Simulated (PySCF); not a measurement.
Species: C6H10BP.
Atom-mapped SMILES: `[BH3-:1][PH2+:2][c:3]1[cH:4][cH:5][cH:6][cH:7][cH:8]1` (hydrogens: H9, H10, H11 on B1; H12, H13 on P2; H14 on C4; H15 on C5; H16 on C6; H17 on C7; H18 on C8)

Method used: PBE0-D3(BJ)/def2-SVP geometry optimisation, gas phase (PySCF).

What internal coordinates does the optimisation give?

```json
{"bond": "B1–P2", "length (Å)": "1.917", "order": "single"}
{"bond": "P2–C3", "length (Å)": "1.815", "order": "single"}
{"bond": "C3–C4, C3–C8", "length (Å)": "1.399", "order": "aromatic"}
{"bond": "C4–C5, C7–C8", "length (Å)": "1.393", "order": "aromatic"}
{"bond": "C5–C6, C6–C7", "length (Å)": "1.394", "order": "aromatic"}
{"bond": "B1–H9, B1–H10, B1–H11", "length (Å)": "1.222", "order": "single"}
{"bond": "P2–H12, P2–H13", "length (Å)": "1.418", "order": "single"}
{"bond": "C4–H14, C8–H18", "length (Å)": "1.093", "order": "single"}
{"bond": "C5–H15, C7–H17", "length (Å)": "1.092", "order": "single"}
{"bond": "C6–H16", "length (Å)": "1.092", "order": "single"}
```

Bonds in one row agree within 0.01 Å and their mean is given. Orders are formal, as drawn. A selection of angles:
```json
{"angle": "B1–P2–C3", "degrees": "117.5"}
{"angle": "P2–C3–C4", "degrees": "120.2"}
{"angle": "C4–C3–C8", "degrees": "119.6"}
{"angle": "C3–C4–C5", "degrees": "120.0"}
{"angle": "C4–C5–C6", "degrees": "120.2"}
{"angle": "C5–C6–C7", "degrees": "119.9"}
```

Torsions: B1–P2–C3–C4 -88° (synclinal).

The 6-membered ring C3–C4–C5–C6–C7–C8 has internal angles of 119.6° to 120.2° (sum 720°, against 720° for a flat polygon); it is planar, 0.00 Å rms from its mean plane, widest ring torsion 1°. P2 (phosphorus bonded to B, C and 2 H) is distorted tetrahedral (angles from 99.8° to 117.5°). B1 (four-coordinate boron) is distorted tetrahedral (angles from 103.4° to 114.7°).

Point group: Cs (every atom within 0.08 Å of its image). No frequency check. One conformer, not necessarily the lowest.
